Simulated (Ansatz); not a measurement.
Cs₈Cl₈⁺ (started as a model of: 1x4x4 CsCl rock-salt block). The state is a doublet with charge 1. Geometry PBE-D4/def2-SVP; atoms count from 1.

```xyz
16

Cs    5.684    0.792   -3.911
Cl    3.180   -1.238   -3.767
Cs    1.559   -4.014   -3.021
Cl   -1.243   -5.738   -3.005
Cl    3.999    2.540   -1.787
Cs    1.085    0.825   -2.073
Cl   -0.426   -2.075   -1.054
Cs   -3.246   -3.973   -1.085
Cs    3.245    3.971    1.089
Cl    0.417    2.087    1.039
Cs   -1.084   -0.816    2.062
Cl   -3.991   -2.547    1.796
Cl    1.245    5.723    3.024
Cs   -1.571    4.021    3.008
Cl   -3.181    1.241    3.759
Cs   -5.673   -0.802    3.925
```

In the def2 sets Cs takes a core potential; there is no spin–orbit coupling. The gap within one spin of the relaxed charge 1 doublet nearly closes, so an electron or hole may be smeared out by delocalisation error.

(1) Estimate the Mulliken populations from the PBE/def2-SVP orbitals of Ansatz.

(2) Where does the spin sit?

(3) And the Mayer bond orders between bonded heavy atoms (over 0.3)?

## Answers

(1) 
```json
{"atom": "Cs1", "charge (e)": "0.62", "spin (α − β)": "0.00"}
{"atom": "Cl2", "charge (e)": "-0.46", "spin (α − β)": "0.06"}
{"atom": "Cs3", "charge (e)": "0.52", "spin (α − β)": "0.00"}
{"atom": "Cl4", "charge (e)": "-0.32", "spin (α − β)": "0.32"}
{"atom": "Cl5", "charge (e)": "-0.46", "spin (α − β)": "0.06"}
{"atom": "Cs6", "charge (e)": "0.55", "spin (α − β)": "0.00"}
{"atom": "Cl7", "charge (e)": "-0.46", "spin (α − β)": "0.06"}
{"atom": "Cs8", "charge (e)": "0.51", "spin (α − β)": "0.00"}
{"atom": "Cs9", "charge (e)": "0.52", "spin (α − β)": "0.00"}
{"atom": "Cl10", "charge (e)": "-0.46", "spin (α − β)": "0.06"}
{"atom": "Cs11", "charge (e)": "0.55", "spin (α − β)": "0.00"}
{"atom": "Cl12", "charge (e)": "-0.46", "spin (α − β)": "0.06"}
{"atom": "Cl13", "charge (e)": "-0.32", "spin (α − β)": "0.32"}
{"atom": "Cs14", "charge (e)": "0.52", "spin (α − β)": "0.00"}
{"atom": "Cl15", "charge (e)": "-0.46", "spin (α − β)": "0.06"}
{"atom": "Cs16", "charge (e)": "0.62", "spin (α − β)": "0.00"}
```
Mulliken values and Mayer orders depend strongly on the basis.

(2) Summed by element: Cs 0.00, Cl 1.00, of 1 unpaired in all. Largest on single atoms: Cl13 0.32, Cl4 0.32, Cl2 0.06.

(3) Cs1–Cl2 0.36 (3.23 Å); Cs1–Cl5 0.36 (3.23 Å); Cl2–Cs3 0.32 (3.30 Å); Cs3–Cl4 0.37 (3.29 Å); Cl4–Cs8 0.37 (3.29 Å); Cl5–Cs9 0.32 (3.30 Å); Cs8–Cl12 0.32 (3.30 Å); Cs9–Cl13 0.37 (3.29 Å); Cl12–Cs16 0.36 (3.23 Å); Cl13–Cs14 0.37 (3.29 Å); Cs14–Cl15 0.32 (3.30 Å); Cl15–Cs16 0.36 (3.23 Å).
